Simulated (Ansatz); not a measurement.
`C=C([SiH3])OC=S` and `C=C(O)OC=S` differ in one atom or group.

Ansatz, PBE0-D4/def2-TZVP geometries, multiplicity 1. Each molecule was computed in one conformer, which needn't be the lowest.

```json
{"property": "LUMO energy (ωB97M-V/def2-TZVPP) / eV", "`C=C([SiH3])OC=S`": "0.30"}
{"property": "LUMO energy (B3LYP/def2-TZVPP) / eV", "`C=C([SiH3])OC=S`": "-2.05"}
{"property": "HOMO energy (PBE/def2-TZVPP) / eV", "`C=C([SiH3])OC=S`": "-5.54"}
{"property": "HOMO–LUMO gap (PBE0/def2-TZVPP) / eV", "`C=C([SiH3])OC=S`": "4.91"}
{"property": "HOMO–LUMO gap (B3LYP/def2-TZVPP) / eV", "`C=C([SiH3])OC=S`": "4.46"}
{"property": "LUMO energy (PBE/def2-TZVPP) / eV", "`C=C([SiH3])OC=S`": "-2.76"}
```

Q: What does the change do to each property? (An estimate is asked.)

A: Ansatz gave: 
| property | `C=C(O)OC=S` | shift |
| --- | --- | --- |
| LUMO energy (ωB97M-V/def2-TZVPP) / eV | 0.33 | 0.03 |
| LUMO energy (B3LYP/def2-TZVPP) / eV | -1.99 | 0.06 |
| HOMO energy (PBE/def2-TZVPP) / eV | -5.42 | 0.12 |
| HOMO–LUMO gap (PBE0/def2-TZVPP) / eV | 4.90 | -0.01 |
| HOMO–LUMO gap (B3LYP/def2-TZVPP) / eV | 4.45 | -0.01 |
| LUMO energy (PBE/def2-TZVPP) / eV | -2.66 | 0.10 |

B3LYP here is the variant with VWN-RPA as its local correlation; programs differ in this.
